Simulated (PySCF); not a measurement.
**Orbital picture of KB**

PBE0 at R = 2.859 Å; basis K pcseg-1, B pcseg-1; no relativity; PySCF 2.14. State: ³Π (triplet), unpaired electrons σ ↑, π ↑. Only the outer orbitals are listed, counted within each symmetry.

```json
{"spin": "α", "orbital": "5σ", "occ.": "1", "ε (eV)": "-38.38", "on K (%)": "100", "main shells (%)": "100 K s"}
{"spin": "α", "orbital": "2π", "occ.": "1", "ε (eV)": "-21.05", "on K (%)": "100", "main shells (%)": "100 K p"}
{"spin": "α", "orbital": "2π", "occ.": "1", "ε (eV)": "-21.02", "on K (%)": "100", "main shells (%)": "100 K p"}
{"spin": "α", "orbital": "6σ", "occ.": "1", "ε (eV)": "-20.96", "on K (%)": "100", "main shells (%)": "100 K p"}
{"spin": "α", "orbital": "7σ", "occ.": "1", "ε (eV)": "-9.27", "on K (%)": "6", "main shells (%)": "94 B s"}
{"spin": "α", "orbital": "8σ", "occ.": "1", "ε (eV)": "-3.38", "on K (%)": "27", "main shells (%)": "72 B p, 26 K s"}
{"spin": "α", "orbital": "3π", "occ.": "1", "ε (eV)": "-3.26", "on K (%)": "9", "main shells (%)": "90 B p"}
{"spin": "α", "orbital": "9σ", "occ.": "0", "ε (eV)": "-1.32", "on K (%)": "85", "main shells (%)": "60 K s, 22 K p, 15 B p"}
{"spin": "α", "orbital": "3π", "occ.": "0", "ε (eV)": "-0.95", "on K (%)": "20", "main shells (%)": "80 B p, 15 K p"}
{"spin": "α", "orbital": "4π", "occ.": "0", "ε (eV)": "0.58", "on K (%)": "98", "main shells (%)": "91 K p"}
{"spin": "β", "orbital": "5σ", "occ.": "1", "ε (eV)": "-38.31", "on K (%)": "100", "main shells (%)": "100 K s"}
{"spin": "β", "orbital": "2π", "occ.": "1", "ε (eV)": "-20.99", "on K (%)": "100", "main shells (%)": "100 K p"}
{"spin": "β", "orbital": "2π", "occ.": "1", "ε (eV)": "-20.95", "on K (%)": "100", "main shells (%)": "100 K p"}
{"spin": "β", "orbital": "6σ", "occ.": "1", "ε (eV)": "-20.87", "on K (%)": "100", "main shells (%)": "100 K p"}
{"spin": "β", "orbital": "7σ", "occ.": "1", "ε (eV)": "-7.30", "on K (%)": "8", "main shells (%)": "90 B s"}
{"spin": "β", "orbital": "8σ", "occ.": "0", "ε (eV)": "-1.09", "on K (%)": "91", "main shells (%)": "79 K s, 12 K p"}
{"spin": "β", "orbital": "3π", "occ.": "0", "ε (eV)": "-0.37", "on K (%)": "23", "main shells (%)": "77 B p, 17 K p"}
{"spin": "β", "orbital": "3π", "occ.": "0", "ε (eV)": "0.32", "on K (%)": "44", "main shells (%)": "56 B p, 39 K p"}
```

Problem. Which are the highest filled and the lowest empty level, where do they sit, and how wide is the gap?

Solution. Highest filled α 3π at -3.26 eV (in %: 90 B p); lowest empty α 9σ at -1.32 eV (in %: 60 K s, 22 K p, 15 B p); the gap at PBE0 is 1.94 eV.

- bond order (Mayer): 0.79
- ⟨S²⟩: 2.002
- charge on K (Mulliken, basis-dependent): 0.49
- charge on K (Löwdin, basis-dependent): 0.30
- dipole moment (positive dipole means K(−)B(+)): -7.80 D
- polarisability along the bond: 212.9 bohr³
- polarisability across the bond: 74.4 bohr³

The state is the lowest determinant that a PBE0 search found; another state may lie lower at other levels.
